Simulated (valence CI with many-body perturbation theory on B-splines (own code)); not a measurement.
**Basis-set convergence for Er⁴⁵⁺**

Calculated by valence CI with perturbative core correlation (CI+MBPT): five valence electrons over a frozen Dirac-Fock core [Ar], a basis of 7 s, 7 p, 8 d, 6 f, 4 g, 1 h functions for each j, with the one-electron correlation potential Σ1, the two-electron term Σ2, the three-electron term Σ3, Breit, model QED; selected CI, second order for the rest, scaled by the run's own slope (own B-spline code, finite nucleus).

No measured spectrum was set against this ion. As an estimate, large intervals hold to a few tenths of a per cent, small ones and those within an open d or f shell to about a per cent. Among the levels kept, up to 550 cm⁻¹ of a level comes from second order outside the variational space, and about a tenth of that is noise between levels of different J, which matters for small intervals. Only levels of the ground parity were solved; by the run's estimate the other parity begins above the list, which can be wrong where configurations are misplaced.

The reference run has the lowest level (3d3/2^4 3d5/2) J=5/2 and an ionisation energy of 3741.91 eV. Its largest variational space holds 20000 state functions.

Levels are named by their leading jj configuration (3d3/2^4 stands for four electrons in 3d with j = 3/2), which in mixed levels can hold well under half, so a name can repeat and another be missing. Letters in brackets count levels of one name in rising energy.

Changed runs:
A. basis 6 s, 6 p, 5 d, 5 f, 1 g
B. basis 5 s, 5 p, 4 d, 4 f

Excitation energies of the reference run in cm⁻¹, and shifts in cm⁻¹:

| Level | Reference | A | B |
| --- | --- | --- | --- |
| (3d3/2^3 3d5/2^2) J=5/2 [a] | 291523 | -242 | -479 |
| (3d3/2^3 3d5/2^2) J=7/2 [a] | 378868 | -31 | +332 |
| (3d3/2^3 3d5/2^2) J=11/2 | 389851 | +20 | +351 |
| (3d3/2^3 3d5/2^2) J=3/2 [a] | 390213 | -54 | +239 |
| (3d3/2^3 3d5/2^2) J=9/2 | 426587 | +24 | +669 |
| (3d3/2^3 3d5/2^2) J=5/2 [b] | 449959 | +32 | +847 |
| (3d3/2^3 3d5/2^2) J=1/2 | 469424 | -13 | +682 |
| (3d3/2^3 3d5/2^2) J=7/2 [b] | 485747 | +125 | +1085 |
| (3d3/2^3 3d5/2^2) J=3/2 [b] | 594446 | +197 | +1257 |
| (3d3/2^2 3d5/2^3) J=5/2 [a] | 665116 | -211 | -263 |
| (3d3/2^2 3d5/2^3) J=7/2 [a] | 724097 | -169 | +200 |
| (3d3/2^2 3d5/2^3) J=11/2 | 729305 | -98 | +192 |
| Ionisation energy (eV) | 3741.91 | -0.11 | -0.20 |
